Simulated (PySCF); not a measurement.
ClI, triplet, at a GFN2-xTB geometry (a higher spin typed on purpose: for a closed-shell molecule this is an excited state) (all electrons, no relativity); M062X/STO-3G (PySCF).

The PySCF input:
```python
from pyscf import gto, scf, dft

mol = gto.M(
    atom='''
Cl   -0.000000   -0.000000   -2.117964
I     0.000000    0.000000    0.679347
''',
    basis='sto-3g',
    charge=0,
    spin=2,
    verbose=4,
)

mf = dft.UKS(mol)
mf.xc = 'm062x'
mf.grids.atom_grid = (150, 974)
mf.kernel()
mf.analyze()
```

What the program printed (banner, timings and long lists left out):

```
PySCF version 2.14.0

[INPUT] verbose = 4
[INPUT] num. atoms = 2
[INPUT] num. electrons = 70
[INPUT] charge = 0
[INPUT] spin (= nelec alpha-beta = 2S) = 2
[INPUT] symmetry False subgroup None
[INPUT] Mole.unit = angstrom
[INPUT] Symbol           X                Y                Z      unit          X                Y                Z       unit  Magmom
[...]
nuclear repulsion = 170.445355213961
number of shells = 16
number of NR pGTOs = 108
number of NR cGTOs = 36
basis = sto-3g
ecp = {}

******** <class 'pyscf.dft.uks.UKS'> ********
method = UKS
initial guess = minao
damping factor = 0
level_shift factor = 0
DIIS = <class 'pyscf.scf.diis.CDIIS'>
diis_start_cycle = 1
diis_space = 8
diis_damp = 0
SCF conv_tol = 1e-09
SCF conv_tol_grad = None
SCF max_cycles = 50
direct_scf = True
direct_scf_tol = 1e-13
number electrons alpha = 36  beta = 34
XC library pyscf.dft.libxc version 7.1.2
    S. Lehtola, C. Steigemann, M. J. T. Oliveira, and M. A. L. Marques,  SoftwareX 7, 1–5 (2018)
XC functionals = m062x
    Y. Zhao and D. G. Truhlar,  Theor. Chem. Acc. 120, 215 (2008)
    Y. Zhao and D. G. Truhlar,  Theor. Chem. Acc. 120, 215 (2008)
radial grids:
    Treutler-Ahlrichs [JCP 102, 346 (1995); DOI:10.1063/1.469408] (M4) radial grids

becke partition: Becke, JCP 88, 2547 (1988); DOI:10.1063/1.454033
pruning grids: <function nwchem_prune>
grids dens level: 3
symmetrized grids: False
atomic radii adjust function: <function treutler_atomic_radii_adjust>
User specified grid scheme (150, 974)
small_rho_cutoff = 0
Set gradient conv threshold to 3.16228e-05
tot grids = 144880
init E= -7285.90608672026
cycle= 1 E= -7308.09663087669  delta_E= -22.2  |g|= 0.19  |ddm|= 1.58
cycle= 2 E= -7308.11310794245  delta_E= -0.0165  |g|= 0.15  |ddm|= 1.68
cycle= 3 E= -7308.2077284806  delta_E= -0.0946  |g|= 0.00856  |ddm|= 0.945
cycle= 4 E= -7308.20823143474  delta_E= -0.000503  |g|= 0.009  |ddm|= 0.0878
cycle= 5 E= -7308.20863706433  delta_E= -0.000406  |g|= 0.0104  |ddm|= 0.0797
cycle= 6 E= -7308.20992432737  delta_E= -0.00129  |g|= 0.0013  |ddm|= 0.302
cycle= 7 E= -7308.2099131717  delta_E= 1.12e-05  |g|= 0.00484  |ddm|= 0.138
cycle= 8 E= -7308.20995245619  delta_E= -3.93e-05  |g|= 0.00244  |ddm|= 0.107
cycle= 9 E= -7308.20999006799  delta_E= -3.76e-05  |g|= 0.00055  |ddm|= 0.0612
cycle= 10 E= -7308.20999102987  delta_E= -9.62e-07  |g|= 3.47e-05  |ddm|= 0.00525
cycle= 11 E= -7308.20999103371  delta_E= -3.84e-09  |g|= 1.24e-06  |ddm|= 0.000334
cycle= 12 E= -7308.20999103371  delta_E= -2.73e-12  |g|= 2.33e-07  |ddm|= 1.94e-05
Extra cycle  E= -7308.20999103372  delta_E= -5.46e-12  |g|= 2.26e-07  |ddm|= 3e-06
converged SCF energy = -7308.20999103372  <S^2> = 2  2S+1 = 3
**** SCF Summaries ****
Total Energy =                       -7308.209991033715596
Nuclear Repulsion Energy =             170.445355213960852
One-electron Energy =               -10409.085720640632644
Two-electron Energy =                 2930.430374392955855
Two-electron Coulomb Energy =         3135.359724246903625
DFT Exchange-Correlation Energy =     -204.929349853947713
**** MO energy ****
                             alpha | beta                alpha | beta
[...]
To work with the spin densities directly, `use mulliken_meta_spin()` only printing them here.

 ** Mulliken spin pop alpha/beta on meta-lowdin orthogonal AOs **
 ** Mulliken Spin Density (per AO)  **
spin_pop of  0 Cl 1s        0.00000
spin_pop of  0 Cl 2s        0.00001
spin_pop of  0 Cl 3s        0.00385
spin_pop of  0 Cl 2px       0.00001
spin_pop of  0 Cl 2py       0.00001
spin_pop of  0 Cl 2pz       0.00013
spin_pop of  0 Cl 3px       0.07085
spin_pop of  0 Cl 3py       0.10949
spin_pop of  0 Cl 3pz       0.58665
spin_pop of  1 I 1s        0.00000
spin_pop of  1 I 2s        0.00000
spin_pop of  1 I 3s        0.00001
spin_pop of  1 I 4s        0.00001
spin_pop of  1 I 5s        0.01604
spin_pop of  1 I 2px       0.00000
spin_pop of  1 I 2py       0.00000
spin_pop of  1 I 2pz       0.00000
spin_pop of  1 I 3px       0.00001
spin_pop of  1 I 3py       0.00001
spin_pop of  1 I 3pz       0.00001
spin_pop of  1 I 4px       0.00015
spin_pop of  1 I 4py       0.00023
spin_pop of  1 I 4pz       0.00016
spin_pop of  1 I 5px       0.32187
spin_pop of  1 I 5py       0.49737
spin_pop of  1 I 5pz       0.39310
spin_pop of  1 I 3dxy      0.00000
spin_pop of  1 I 3dyz      0.00000
spin_pop of  1 I 3dz^2     0.00000
spin_pop of  1 I 3dxz      0.00000
spin_pop of  1 I 3dx2-y2    0.00000
spin_pop of  1 I 4dxy      0.00000
spin_pop of  1 I 4dyz      0.00000
spin_pop of  1 I 4dz^2     0.00003
spin_pop of  1 I 4dxz      0.00000
spin_pop of  1 I 4dx2-y2    0.00000
 ** Mulliken Spin Density (per atom)  **
spin density of  0 Cl =      0.77099
spin density of  1 I =      1.22901
 ** Mulliken pop alpha/beta on meta-lowdin orthogonal AOs **
 ** Mulliken pop       alpha | beta **
[...]
In total            36.00000 | 34.00000
 ** Mulliken atomic charges   ( Nelec_alpha | Nelec_beta ) **
charge of  0Cl =     -0.22901  (     9.00000      8.22901 )
charge of  1I =      0.22901  (    27.00000     25.77099 )
Dipole moment(X, Y, Z, Debye):  0.00000,  0.00000,  2.76551
```
